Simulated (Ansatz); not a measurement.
**One elementary step**

Start structure (BNH4F2, singlet), relaxed at PBE0-D4/def2-TZVP:

```
8
angstrom
B -0.2584 -0.7912 -0.1857
N 1.1128 -0.5487 -0.1915
F -0.9900 -0.6352 -1.2848
F -0.8822 -1.1924 0.9177
H -0.7702 2.1273 0.5766
H -1.4967 1.9561 0.5564
H 1.6826 -0.6656 0.6262
H 1.6022 -0.2502 -1.0150
```

The step: BNH₂F₂ ([NH2][B]([F])[F]) + H₂ → BHF₂ ([F][BH][F]) + NH₃ (still joined by a long B–N bond); bonds formed: B1–H6, N2–H5; bonds broken: H5–H6; bonds weakened to dative contacts: B1–N2. Ansatz 0.2.0; basis: def2-TZVPP and def2-QZVPP; cores frozen in the correlated methods. Extrapolation: Hartree–Fock as exp(−7.88 √X), correlation as X^−2.97. Energies below are by CCSD(T) at an estimated basis limit (MP2 extrapolated from triple and quadruple zeta, plus CCSD(T) − MP2 in triple zeta).

Question: What are the electronic barrier and the energy of the step, from the start structure to the end structure? (Judge from chemistry; the value comes from the calculation.)

Answer: By the calculation: Barrier 2.042 eV; step energy 0.155 eV (uphill); reverse barrier, their difference, 1.887 eV. Barrier and step energy count from the start structure, the reverse barrier from the end structure.

The saddle point: One imaginary mode of 1484i cm⁻¹.
```
 pair  start (Å)  saddle (Å)  end (Å)
B1–H6       3.10        1.43     1.21
N2–H5       3.36        1.34     1.01
B1–N2       1.39        1.55     1.67
H5–H6       0.75        1.03     2.61
```

Zero-point energy (harmonic, PBE0-D4): ZPE is 1.309 eV at the start and 1.414 eV at the saddle, so the barrier goes from 2.042 to 2.147 eV.

T1 diagnostic: at most 0.012.

Labels in which every atom is bracketed show which atoms are joined, not bond orders.

For scale, one of the runs: CCSD(T)/def2-TZVPP, 180 basis functions, launched by `ansatz run in.yaml --threads 2 --pin off --events-out ev --progress --plain --max-ram 4352MiB`. Time: 40 s of wall clock on 2 CPU threads of an Intel Xeon Platinum 8488C; the host was shared. Peak host memory: 1.9 GiB.
